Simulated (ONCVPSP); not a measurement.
**Plane-wave convergence, ONCV potential for beryllium (Be)**

ONCVPSP 4.0.1 input, shortened (lines: element, Z, core and valence counts, functional; n l f; lmax; l rc ep ncon nbas qcut; lloc lpopt rc5 dvloc0; l nproj debl; icmod fcfact rcfact), PBE, fully relativistic:

```
  Be 4.00    1    1        4      upf
    1    0    2.00
    2    0    2.00
    2
    0    2.10    0.00    3    7    2.50
    1    1.60    0.02    4    7    4.90
    2    1.65    0.24    4    8    6.50
    4    3    1.55    6.00
    0    2    1.10
    1    1    1.80
    2    2    3.40
    0    0.00    0.00
```

Open shells are filled in proportion to 2j + 1.

In the p channel the program set the typed energies aside and used 0.050 Ha (j = l + 1/2; the other j can differ).

Task: For each optimised wave give the share of its norm inside rc, the residual kinetic energy above qcut (Ha) and the cutoffs (Ha) for errors of 10, 1, 0.1 and 0.01 mHa per electron.

Result:

```json
{"wave": "2s", "norm inside rc": "0.378", "residual KE": "1.8e-03", "10 mHa": "0.8", "1 mHa": "4.1", "0.1 mHa": "28.6", "0.01 mHa": "49.8"}
{"wave": "s projector 2", "norm inside rc": "0.278", "residual KE": "2.7e-02", "10 mHa": "4.0", "1 mHa": "9.4", "0.1 mHa": "28.9", "0.01 mHa": "37.8"}
{"wave": "p projector 1 j=3/2", "norm inside rc": "0.332", "residual KE": "1.0e-03", "10 mHa": "7.1", "1 mHa": "12.0", "0.1 mHa": "45.9", "0.01 mHa": "57.6"}
{"wave": "p projector 1 j=1/2", "norm inside rc": "0.332", "residual KE": "1.0e-03", "10 mHa": "7.1", "1 mHa": "12.0", "0.1 mHa": "45.9", "0.01 mHa": "57.6"}
{"wave": "d projector 1 j=5/2", "norm inside rc": "0.012", "residual KE": "1.1e-07", "10 mHa": "1.2", "1 mHa": "2.7", "0.1 mHa": "5.9", "0.01 mHa": "11.2"}
{"wave": "d projector 2 j=5/2", "norm inside rc": "0.158", "residual KE": "6.8e-05", "10 mHa": "8.8", "1 mHa": "15.8", "0.1 mHa": "20.3", "0.01 mHa": "36.9"}
{"wave": "d projector 1 j=3/2", "norm inside rc": "0.012", "residual KE": "1.1e-07", "10 mHa": "1.2", "1 mHa": "2.7", "0.1 mHa": "5.9", "0.01 mHa": "11.2"}
{"wave": "d projector 2 j=3/2", "norm inside rc": "0.158", "residual KE": "6.8e-05", "10 mHa": "8.8", "1 mHa": "15.8", "0.1 mHa": "20.3", "0.01 mHa": "36.9"}
```

The occupied waves need 4.1 Ha and 29 Ha for 1 and 0.1 mHa. The cutoffs count occupied waves only; projector 2 of the d channel, the hardest unoccupied one, needs 16 Ha at the loose tolerance. 1 of 4 tests not solved or not reliable.
